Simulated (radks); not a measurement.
Task: Er+, 67 electrons, occupied as [Xe] 4f12 5f1 (not the ground configuration). Calculated with a radial shooting solver on a logarithmic mesh with Libxc functionals: Dirac Kohn-Sham, RPBE, spin-unpolarised, spherical densities, finite nucleus; open shells fill j = l - 1/2 first; Fermi nuclear charge, rms radius 5.2516 fm. Some entries of the table are withheld. Estimate them.

| orbital | occ. | eigenvalue (eV) | r(max) (bohr) |
|---|---|---|---|
| 1s1/2 | 2 | -57306.85 | 0.01286 |
| 2s1/2 | 2 | -9631.027 | 0.07341 |
| 2p1/2 | 2 | -9174.102 | 0.05513 |
| 2p3/2 | 4 | -8257.322 | 0.06134 |
| 3s1/2 | 2 | -2166.056 | 0.2074 |
| 3p1/2 | 2 | -1965.464 | 0.1950 |
| 3p3/2 | 4 | -1772.894 | 0.2080 |
| 3d3/2 | 4 | -1429.832 | 0.1642 |
| 3d5/2 | 6 | -1387.744 | 0.1679 |
| 4s1/2 | 2 | -435.8192 | 0.4743 |
| 4p1/2 | 2 | -355.6315 | 0.4766 |
| 4p3/2 | 4 | -312.3490 | 0.5042 |
| 4d3/2 | 4 | -180.3911 | 0.5070 |
| 4d5/2 | 6 | -172.5275 | 0.5160 |
| 5s1/2 | 2 | (1) | 1.115 |
| 5p1/2 | 2 | -41.0056 | 1.218 |
| 5p3/2 | 4 | -35.6227 | 1.305 |
| 4f5/2 | 6 | (2) | (3) |
| 4f7/2 | 6 | (4) | (5) |
| 5f5/2 | 1 | -2.5105 | 7.984 |
| 5f7/2 | 0 | -2.5082 | 7.992 |

Result: 
(1) 5s1/2 eigenvalue (eV): -62.6042
(2) 4f5/2 eigenvalue (eV): -14.3859
(3) 4f5/2 r(max) (bohr): 0.5071
(4) 4f7/2 eigenvalue (eV): -13.3020
(5) 4f7/2 r(max) (bohr): 0.5126
